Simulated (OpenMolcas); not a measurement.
Ir3+ (d6) among equal point charges was computed by CASSCF with the d shell active (OpenMolcas, ANO-RCC-VDZP on the metal). Its lowest spin-free states, and all those of the highest spin:

| 2S+1 | Degeneracy | E (cm-1) |
| --- | --- | --- |
| 5 | 2 | 0.0 |
| 5 | 3 | 4006 |
| 3 | 3 | 15393 |
| 3 | 2 | 17793 |
| 3 | 3 | 18859 |
| 3 | 3 | 18997 |
| 3 | 1 | 21123 |
| 3 | 3 | 21948 |
| 3 | 1 | 22001 |
| 3 | 3 | 22627 |
| 3 | 2 | 23115 |
| 3 | 3 | 24045 |

Q: Is the site octahedral, tetrahedral or cube-like, axial, or of lower symmetry?

A: The states with 2S+1 = 5 have orbital degeneracies 2, 3. Threefold states need a cubic site. For d6 at this spin an octahedron puts the threefold T2 below the twofold E and a tetrahedron or cube puts the twofold E below the threefold T2, so the site is a tetrahedron or a cube, which this pattern cannot tell apart. The first gap at this spin, 4010 cm-1, is |10Dq| in ligand-field theory. The run had Ir3+ among 4 point charges of -2.5 e arranged as a tetrahedron (Td), 2.04 Å from the ion.

Spin-orbit coupling mixes the spin-free states strongly: the lowest level takes only 66 % from its leading state, 5E. An orbital doublet at a regular site is open to a Jahn-Teller distortion, which this geometry leaves out. Without dynamic correlation the repulsion within the d shell is too large (B by tens of per cent), so at a given field states of lower spin stand too high. Point charges give a weaker field than real ligands, and real ions of this kind are as a rule low spin; the high spin found here belongs to the model. The ground term spreads over less than 5000 cm-1, several times less than with real ligands, so orbital moments are less quenched and χT lies further from the spin-only value than at real sites. This is an electrostatic model: the charges have no orbitals. No measured value stands beside these numbers.
